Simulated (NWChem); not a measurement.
Everything below was run with NWChem. System: CH4BIO, charge 0, spin multiplicity 1, at a geometry optimised with PBE0/def2-SVP with def2 effective core potentials on I. The structure started from a generated list of species. Level: B3LYP/x2c-SVPall-2c, scalar ZORA, VWN1-RPA local correlation.

The NWChem input:

```
start mol
memory heap 200 mb stack 800 mb global 1000 mb
geometry units angstroms nocenter noautoz noautosym
  B      0.815776     0.869137     0.000000
  H      2.022907     0.824275     0.000000
  I     -0.267553    -0.976586     0.000000
  O      0.127312     2.005845     0.000000
  C      0.735374     3.279243     0.000000
  H      0.406715     3.830867    -0.892876
  H      0.406715     3.830867     0.892876
  H      1.834376     3.205143     0.000000
end
basis spherical
  * library x2c-svpall-2c
end
relativistic
  zora on
end
dft
  xc b3lyp
  semidirect memsize 60000000 filesize 0
  iterations 100
  grid fine
end
task dft energy
```

Output (cleaned and shortened):

```
             Northwest Computational Chemistry Package (NWChem) 7.3.0
             --------------------------------------------------------

                                NWChem Input Module
                                -------------------

 Scaling coordinates for geometry "geometry" by  1.889725989
 (inverse scale =  0.529177249)

                             Geometry "geometry" -> ""
                             -------------------------

 Output coordinates in angstroms (scale by  1.889725989 to convert to a.u.)

  No.       Tag          Charge          X              Y              Z
 ---- ---------------- ---------- -------------- -------------- --------------
    1 B                    5.0000     0.81577600     0.86913700     0.00000000
    2 H                    1.0000     2.02290700     0.82427500     0.00000000
    3 I                   53.0000    -0.26755300    -0.97658600     0.00000000
    4 O                    8.0000     0.12731200     2.00584500     0.00000000
    5 C                    6.0000     0.73537400     3.27924300     0.00000000
    6 H                    1.0000     0.40671500     3.83086700    -0.89287600
    7 H                    1.0000     0.40671500     3.83086700     0.89287600
    8 H                    1.0000     1.83437600     3.20514300     0.00000000

 Effective nuclear repulsion energy (a.u.)     270.2705912486

            Nuclear Dipole moment (a.u.)
            ----------------------------
        X                 Y               Z
 ---------------- ---------------- ----------------
     0.0000453534    -0.0000056692     0.0000000000


 Summary of "ao basis" -> "" (spherical)
 ------------------------------------------------------------------------------
       Tag                 Description            Shells   Functions and Types
 ---------------- ------------------------------  ------  ---------------------
 *                       x2c-svpall-2c                on all atoms

                                 NWChem DFT Module
                                 -----------------

 Summary of "ao basis" -> "ao basis" (spherical)
[...]
 Vector   38  Occ=2.000000D+00  E=-2.524729D-01
              MO Center= -2.0D-01, -8.8D-01,  8.7D-09, r^2= 2.2D+00
   Bfn.  Coefficient  Atom+Function         Bfn.  Coefficient  Atom+Function
  ----- ------------  ---------------      ----- ------------  ---------------
    41      0.556888  3 I  px                38      0.445400  3 I  px
    32     -0.409592  3 I  px                42     -0.305361  3 I  py
    39     -0.230431  3 I  py                33      0.213538  3 I  py
    29      0.150485  3 I  px                16     -0.088404  2 H  s
    15     -0.086820  2 H  s                 30     -0.078027  3 I  py

 Vector   39  Occ=0.000000D+00  E=-2.346793D-02
              MO Center=  6.7D-01,  7.6D-01, -9.2D-09, r^2= 2.9D+00
   Bfn.  Coefficient  Atom+Function         Bfn.  Coefficient  Atom+Function
  ----- ------------  ---------------      ----- ------------  ---------------
     9      0.619208  1 B  pz                 6      0.538652  1 B  pz
    43     -0.330987  3 I  pz                78     -0.313928  4 O  pz
    75     -0.288964  4 O  pz                40     -0.145699  3 I  pz
    34      0.139681  3 I  pz                99     -0.114445  6 H  s
   104      0.114445  7 H  s                 61      0.092070  3 I  d -1

 Vector   40  Occ=0.000000D+00  E= 4.369549D-02
              MO Center=  5.4D-01,  8.3D-01, -7.5D-09, r^2= 7.2D+00
   Bfn.  Coefficient  Atom+Function         Bfn.  Coefficient  Atom+Function
  ----- ------------  ---------------      ----- ------------  ---------------
    86      1.416524  5 C  s                109     -0.721632  8 H  s
     3      0.682215  1 B  s                 42     -0.653430  3 I  py
    99     -0.538058  6 H  s                104     -0.538058  7 H  s
     8     -0.530260  1 B  py                 2      0.470290  1 B  s
    41     -0.449680  3 I  px                16     -0.437784  2 H  s

 Vector   41  Occ=0.000000D+00  E= 6.055629D-02
              MO Center=  4.9D-01,  2.6D+00,  1.6D-08, r^2= 6.6D+00
   Bfn.  Coefficient  Atom+Function         Bfn.  Coefficient  Atom+Function
  ----- ------------  ---------------      ----- ------------  ---------------
    86      1.860280  5 C  s                  3     -1.066454  1 B  s
    99     -1.013483  6 H  s                104     -1.013483  7 H  s
   109     -0.650099  8 H  s                 91      0.534650  5 C  py
    72      0.477610  4 O  s                 16      0.436667  2 H  s
    42      0.424234  3 I  py                88      0.252470  5 C  py

 center of mass
 --------------
 x =  -0.10456748 y =  -0.34632494 z =   0.00000000

 moments of inertia (a.u.)
 ------------------
        1282.931295267259        -296.429771532779           0.000000000000
        -296.429771532779         114.612304032851           0.000000000000
           0.000000000000           0.000000000000        1386.066686309504

     Multipole analysis of the density
     ---------------------------------

     L   x y z        total         alpha         beta         nuclear
     -   - - -        -----         -----         ----         -------
     0   0 0 0     -0.000000    -38.000000    -38.000000     76.000000

     1   1 0 0      0.442044      0.220999      0.220999      0.000045
     1   0 1 0      1.064430      0.532218      0.532218     -0.000006
     1   0 0 1     -0.000000     -0.000000     -0.000000      0.000000

     2   2 0 0    -34.476392    -49.884286    -49.884286     65.292180
     2   1 1 0      2.866556    -78.144629    -78.144629    159.155813
     2   1 0 1      0.000000      0.000000      0.000000      0.000000
     2   0 2 0    -27.373686   -355.322608   -355.322608    683.271530
     2   0 1 1     -0.000000     -0.000000     -0.000000      0.000000
     2   0 0 2    -34.067912    -19.880907    -19.880907      5.693902

 Task  times  cpu:       60.5s     wall:       60.5s

 Total times  cpu:       60.7s     wall:       60.7s
```
